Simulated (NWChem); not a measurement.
System: SnH₃Br; SMILES [Br][SnH3]

Input file for NWChem:

```
start job
memory heap 200 mb stack 900 mb global 1100 mb
geometry units angstroms noautoz
  Sn     0.000000     0.000000    -0.967363
  Br     0.000000     0.000000     1.533940
  H      1.623532     0.224748    -1.453546
  H     -1.006404     1.293646    -1.453546
  H     -0.617129    -1.518394    -1.453546
end
basis spherical
  * library def2-svp
end
ecp
  Sn library def2-ecp
end
dft
  xc b3lyp
  iterations 150
  mulliken
end
task dft energy
```

Excerpt of the output:

```
             Northwest Computational Chemistry Package (NWChem) 7.3.0
             --------------------------------------------------------

 C3V symmetry detected

                             Geometry "geometry" -> ""
                             -------------------------

 Output coordinates in angstroms (scale by  1.889725989 to convert to a.u.)

  No.       Tag          Charge          X              Y              Z
 ---- ---------------- ---------- -------------- -------------- --------------
    1 Sn                  50.0000     0.00000000     0.00000000    -0.97826200
    2 Br                  35.0000     0.00000000     0.00000000     1.52304100
    3 H                    1.0000     1.15895825     1.15895825    -1.46444500
    4 H                    1.0000    -1.58316641     0.42420816    -1.46444500
    5 H                    1.0000     0.42420816    -1.58316641    -1.46444500

 Effective nuclear repulsion energy (a.u.)     433.5261604875

      Symmetry information
      --------------------

 Group name             C3v
 Group number             17
 Group order               6
 No. of unique centers     3

                                 NWChem DFT Module
                                 -----------------

 Summary of "ao basis" -> "ao basis" (spherical)
 ------------------------------------------------------------------------------
       Tag                 Description            Shells   Functions and Types
 ---------------- ------------------------------  ------  ---------------------
 Sn                         def2-svp                10       26   4s4p2d
 Br                         def2-svp                12       32   5s4p3d
 H                          def2-svp                 3        5   2s1p

      Symmetry analysis of basis
      --------------------------

        a1         26
        a2          1
        e          46

  Rotation of axis

            General Information
            -------------------
          SCF calculation type: DFT
          Wavefunction type:  closed shell.
          No. of atoms     :     5
          No. of electrons :    60
           Alpha electrons :    30
            Beta electrons :    30
          Charge           :     0
          Spin multiplicity:     1
          Use of symmetry is: on ; symmetry adaption is: on
          Maximum number of iterations: 150
          AO basis - number of functions:    73
                     number of shells:    31
          Convergence on energy requested:  1.00D-06
          Convergence on density requested:  1.00D-05
          Convergence on gradient requested:  5.00D-04

              XC Information
              --------------
                         B3LYP Method XC Potential
                     Hartree-Fock (Exact) Exchange  0.200
                        Slater Exchange Functional  0.800 local
                    Becke 1988 Exchange Functional  0.720 non-local
              Lee-Yang-Parr Correlation Functional  0.810
                  VWN I RPA Correlation Functional  0.190 local

             Grid Information
             ----------------
          Grid used for XC integration:  medium
          Radial quadrature: Mura-Knowles
          Angular quadrature: Lebedev.
          Tag              B.-S. Rad. Rad. Pts. Rad. Cut. Ang. Pts.
          ---              ---------- --------- --------- ---------
          Sn                  1.45      123           8.0       590
          Br                  1.15      112          10.0       590
          H                   0.35       45          10.0       434
          Grid pruning is: on
          Number of quadrature shells:   280
          Spatial weights used:  Erf1

      Superposition of Atomic Density Guess
      -------------------------------------

 Sum of atomic energies:       -2822.67938855

      Non-variational initial energy
      ------------------------------

 Total energy =   -2787.118357
 1-e energy   =   -4358.826024
 2-e energy   =    1371.511636
 HOMO         =      -0.359329
 LUMO         =       0.015834

      Symmetry analysis of molecular orbitals - initial
      -------------------------------------------------

  Numbering of irreducible representations:

     1 a1          2 a2          3 e

  Orbital symmetries:

     1 a1          2 a1          3 a1          4 e           5 e
     6 a1          7 a1          8 e           9 e          10 a1
    11 e          12 e          13 a1         14 a1         15 e
    16 e          17 e          18 e          19 a1         20 e
    21 e          22 e          23 e          24 a1         25 a1
    26 a1         27 e          28 e          29 e          30 e
    31 a1         32 a1         33 e          34 e          35 a1
    36 a1         37 e          38 e          39 e          40 e

     ---------------------------------------------
      Total Density - Mulliken Population Analysis
     ---------------------------------------------

    Atom       Charge   Shell Charges
 -----------   ------   -------------------------------------------------------
    1 Sn  22    21.15   1.60  0.42  0.93  0.33  3.25  2.75  1.15  0.64  9.75  0.34
    2 Br  35    35.53   2.00  2.00  2.00  1.37  0.59  6.00  5.99  2.41  3.17  8.23  1.73  0.05
    3 H    1     1.11   0.65  0.45  0.01
    4 H    1     1.11   0.65  0.45  0.01
    5 H    1     1.11   0.65  0.45  0.01

   convergence    iter        energy       DeltaE   RMS-Dens  Diis-err
 ---------------- ----- ----------------- --------- --------- ---------
 d= 0,ls=0.0,diis     1  -2790.0234641644 -2.99D+03  1.48D-02  2.66D-01
 d= 0,ls=0.0,diis     2  -2790.0249725796 -1.51D-03  7.90D-03  2.54D-01
 d= 0,ls=0.0,diis     3  -2790.0584100596 -3.34D-02  1.58D-03  1.07D-02
 d= 0,ls=0.0,diis     4  -2790.0598164733 -1.41D-03  2.97D-04  1.80D-04
 d= 0,ls=0.0,diis     5  -2790.0598352917 -1.88D-05  7.89D-05  5.68D-05
  Resetting Diis
 d= 0,ls=0.0,diis     6  -2790.0598412368 -5.95D-06  7.17D-06  1.33D-07
 d= 0,ls=0.0,diis     7  -2790.0598412618 -2.51D-08  2.16D-06  3.49D-09

         Total DFT energy =    -2790.059841261828
      One electron energy =    -4359.963444871300
           Coulomb energy =     1480.309406662346
    Exchange-Corr. energy =     -110.601833458504
 Nuclear repulsion energy =      200.196030405631

 Numeric. integr. density =       59.999971699659

                  Occupations of the irreducible representations
                  ----------------------------------------------

                     irrep           alpha         beta
                     --------     --------     --------
                     a1               12.0         12.0
                     a2                0.0          0.0
                     e                18.0         18.0

                       DFT Final Molecular Orbital Analysis
                       ------------------------------------

 Vector   28  Occ=2.000000D+00  E=-3.406328D-01  Symmetry=a1
              MO Center=  9.0D-17, -4.7D-16,  7.4D-01, r^2= 3.3D+00
   Bfn.  Coefficient  Atom+Function         Bfn.  Coefficient  Atom+Function
  ----- ------------  ---------------      ----- ------------  ---------------
    40      0.447516  2 Br pz                43      0.441603  2 Br pz
    13     -0.310007  1 Sn pz                37     -0.297755  2 Br pz
    30      0.110986  2 Br s                 10      0.104795  1 Sn pz
    59      0.099790  3 H  s                 64      0.099790  4 H  s
    69      0.099790  5 H  s                  7      0.098980  1 Sn pz

 Vector   29  Occ=2.000000D+00  E=-2.822860D-01  Symmetry=e
              MO Center=  4.8D-03, -6.8D-02,  1.2D+00, r^2= 2.4D+00
   Bfn.  Coefficient  Atom+Function         Bfn.  Coefficient  Atom+Function
  ----- ------------  ---------------      ----- ------------  ---------------
    42      0.544693  2 Br py                39      0.477304  2 Br py
    36     -0.318011  2 Br py                41     -0.203444  2 Br px
    38     -0.178274  2 Br px                70      0.141594  5 H  s
    69      0.136057  5 H  s                 35      0.118778  2 Br px
    33      0.103348  2 Br py                65     -0.082563  4 H  s

 Vector   30  Occ=2.000000D+00  E=-2.822860D-01  Symmetry=e
              MO Center= -4.8D-03,  6.8D-02,  1.2D+00, r^2= 2.4D+00
   Bfn.  Coefficient  Atom+Function         Bfn.  Coefficient  Atom+Function
  ----- ------------  ---------------      ----- ------------  ---------------
    41      0.544693  2 Br px                38      0.477304  2 Br px
    35     -0.318011  2 Br px                42      0.203444  2 Br py
    39      0.178274  2 Br py                60     -0.129417  3 H  s
    59     -0.124356  3 H  s                 36     -0.118778  2 Br py
    65      0.115831  4 H  s                 64      0.111302  4 H  s

 Vector   31  Occ=0.000000D+00  E=-4.380462D-02  Symmetry=a1
              MO Center= -1.7D-15, -1.0D-16, -4.8D-01, r^2= 4.9D+00
   Bfn.  Coefficient  Atom+Function         Bfn.  Coefficient  Atom+Function
  ----- ------------  ---------------      ----- ------------  ---------------
    16      0.724494  1 Sn pz                 3      0.630868  1 Sn s
    43      0.591312  2 Br pz                31     -0.398783  2 Br s
    13      0.370934  1 Sn pz                 4      0.328864  1 Sn s
    40      0.282986  2 Br pz                30     -0.219743  2 Br s
     2     -0.200192  1 Sn s                 37     -0.193843  2 Br pz

 Vector   32  Occ=0.000000D+00  E=-8.846726D-04  Symmetry=a1
              MO Center= -6.9D-15, -1.0D-14, -1.5D+00, r^2= 4.1D+00
   Bfn.  Coefficient  Atom+Function         Bfn.  Coefficient  Atom+Function
  ----- ------------  ---------------      ----- ------------  ---------------
     4      0.831711  1 Sn s                  3      0.816575  1 Sn s
    60     -0.727085  3 H  s                 65     -0.727085  4 H  s
    70     -0.727085  5 H  s                 16     -0.718516  1 Sn pz
     2     -0.246896  1 Sn s                 59     -0.206508  3 H  s
    64     -0.206508  4 H  s                 69     -0.206508  5 H  s

 Vector   33  Occ=0.000000D+00  E= 3.186083D-02  Symmetry=e
              MO Center= -3.1D-01, -1.1D-02, -8.6D-01, r^2= 4.8D+00
   Bfn.  Coefficient  Atom+Function         Bfn.  Coefficient  Atom+Function
  ----- ------------  ---------------      ----- ------------  ---------------
    15      1.253863  1 Sn py                60     -1.022041  3 H  s
    70      0.858875  5 H  s                 14      0.546363  1 Sn px
    12      0.355644  1 Sn py                42     -0.244660  2 Br py
    59     -0.178186  3 H  s                 65      0.163166  4 H  s
    11      0.154970  1 Sn px                69      0.149739  5 H  s

     ---------------------------------------------
      Total Density - Mulliken Population Analysis
     ---------------------------------------------

    Atom       Charge   Shell Charges
 -----------   ------   -------------------------------------------------------
    1 Sn  22    21.49   1.60  0.42  1.11  0.18  3.24  2.77  1.48  0.54  9.71  0.43
    2 Br  35    35.29   2.00  2.00  1.99  1.45  0.52  6.00  5.98  2.36  2.97  8.19  1.75  0.08
    3 H    1     1.08   0.69  0.38  0.01
    4 H    1     1.08   0.69  0.38  0.01
    5 H    1     1.08   0.69  0.38  0.01

     -------------------------------------------
      Total Density - Lowdin Population Analysis
     -------------------------------------------

    Atom       Charge   Shell Charges
 -----------   ------   -------------------------------------------------------
    1 Sn  22    21.62   1.18  0.77  0.75  0.42  3.01  2.86  1.41  0.96  9.44  0.84
    2 Br  35    35.14   2.00  2.00  1.96  1.15  0.74  5.99  5.81  2.46  3.01  7.84  2.04  0.15
    3 H    1     1.08   0.60  0.45  0.03
    4 H    1     1.08   0.60  0.45  0.03
    5 H    1     1.08   0.60  0.45  0.03

     Multipole analysis of the density
     ---------------------------------

     L   x y z        total         alpha         beta         nuclear
     -   - - -        -----         -----         ----         -------
     0   0 0 0     -0.000000    -30.000000    -30.000000     60.000000

     1   1 0 0     -0.000000     -0.000000     -0.000000      0.000000
     1   0 1 0     -0.000000     -0.000000     -0.000000      0.000000
     1   0 0 1     -0.908295    -26.335207    -26.335207     51.762120

     2   2 0 0    -33.812831    -24.101312    -24.101312     14.389792
     2   1 1 0     -0.000000     -0.000000     -0.000000     -0.000000
     2   1 0 1     -0.000000     -0.000000     -0.000000      0.000000
     2   0 2 0    -33.812831    -24.101312    -24.101312     14.389792
     2   0 1 1     -0.000000      0.000000      0.000000     -0.000000
     2   0 0 2    -33.047642   -210.567613   -210.567613    388.087583
```

Level: B3LYP/def2-SVP with def2 effective core potentials on Sn. Geometry: optimised at PBE0/def2-SVP. def2 effective core potentials on Sn; no spin-orbit coupling.
